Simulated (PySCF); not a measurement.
## Gas-phase thermal properties of SrF2

Computed with PySCF (xtb for GFN2) and rigid-rotor harmonic-oscillator thermochemistry at 1 bar. Table values come from the NASA 1993 polynomials. All species are closed-shell singlets. Sr: scalar-relativistic def2 core potential, no spin-orbit coupling. The harmonic model lacks anharmonicity and excited electronic states, which grow with temperature; levels with a mode under 35 cm⁻¹ are left out. Soft modes under 120 cm⁻¹ make the harmonic entropy rough for SrF2. The table's entry may be an old estimate for SrF2 (not checked at source).

| level | point group | σ | ZPE (kJ/mol) | S°298 (J/mol/K) | Cp298 (J/mol/K) | S°1000 (J/mol/K) | H1000 − H298 (kJ/mol) |
|---|---|---|---|---|---|---|---|
| table | - | - | - | 291.7 | 53.0 | 359.5 | 39.6 |
| GFN2-xTB | C2v | 2 | 4.8 | 290.0 | 54.6 | 358.7 | 40.1 |
| PBE/def2-SVP | C2v | 2 | 6.6 | 287.6 | 51.8 | 354.7 | 39.3 |
| PBE0/def2-TZVP | C2v | 2 | 6.3 | 287.5 | 52.3 | 354.9 | 39.4 |
σ: rotational symmetry number. Electronic degeneracy used: 1. Frequencies are unscaled.
